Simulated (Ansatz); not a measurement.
CH$_{6}$B$_{3}$F, SMILES `BCB(B)F`, 11 atoms. Total charge 0; spin multiplicity 1. All runs use 2 threads of an Arm Neoverse V1 on a shared host. Correlated methods freeze the cores.

Question: How many basis functions does each run have, and how long does it take in Ansatz? RKS PBE0-D4/def2-TZVP frequencies; RKS PBE0-D4/def2-TZVP relaxation (20 steps); RKS PBE0-D4/def2-QZVPP energy; RKS SPW92 (LDA)/def2-TZVPP energy; RKS ωB97M-V/def2-QZVPP energy; RKS ωB97M-V/def2-TZVPP energy and forces; RKS B2PLYP (frozen core)/def2-TZVPP energy; RHF-MP2/def2-QZVPP energy; direct RPA on PBE orbitals/def2-TZVPP energy; RKS ωB97M-V/def2-SVP energy; RKS HSE06 (plane-wave form)-D4/def2-TZVPP energy; RHF-CCSD(T)/def2-TZVPP energy. (Estimate.)

Answer: The calculation gave: Other jobs shared the machine, so times are rough.

```json
{"level": "RKS SPW92 (LDA)/def2-TZVPP", "job": "energy", "functions": "239", "wall time": "1.9 s", "peak host memory (GiB)": "0.25"}
{"level": "RKS HSE06 (plane-wave form)-D4/def2-TZVPP", "job": "energy", "functions": "239", "wall time": "4.3 s", "peak host memory (GiB)": "0.48"}
{"level": "RKS ωB97M-V/def2-SVP", "job": "energy", "functions": "100", "wall time": "6.5 s", "peak host memory (GiB)": "0.26"}
{"level": "RKS B2PLYP (frozen core)/def2-TZVPP", "job": "energy", "functions": "239", "wall time": "8 s", "peak host memory (GiB)": "0.58"}
{"level": "direct RPA on PBE orbitals/def2-TZVPP", "job": "energy", "functions": "239", "wall time": "9 s", "peak host memory (GiB)": "0.55"}
{"level": "RKS PBE0-D4/def2-QZVPP", "job": "energy", "functions": "465", "wall time": "14 s", "peak host memory (GiB)": "1.2"}
{"level": "RKS ωB97M-V/def2-TZVPP", "job": "energy and forces", "functions": "239", "wall time": "16 s", "peak host memory (GiB)": "0.73"}
{"level": "RKS ωB97M-V/def2-QZVPP", "job": "energy", "functions": "465", "wall time": "30 s", "peak host memory (GiB)": "1.6"}
{"level": "RHF-MP2/def2-QZVPP", "job": "energy", "functions": "465", "wall time": "34 s", "peak host memory (GiB)": "2.8"}
{"level": "RKS PBE0-D4/def2-TZVP", "job": "relaxation (20 steps)", "functions": "191", "wall time": "91 s", "peak host memory (GiB)": "0.43"}
{"level": "RKS PBE0-D4/def2-TZVP", "job": "frequencies", "functions": "191", "wall time": "3.6 min", "peak host memory (GiB)": "0.43"}
{"level": "RHF-CCSD(T)/def2-TZVPP", "job": "energy", "functions": "239", "wall time": "9.5 min", "peak host memory (GiB)": "2"}
```
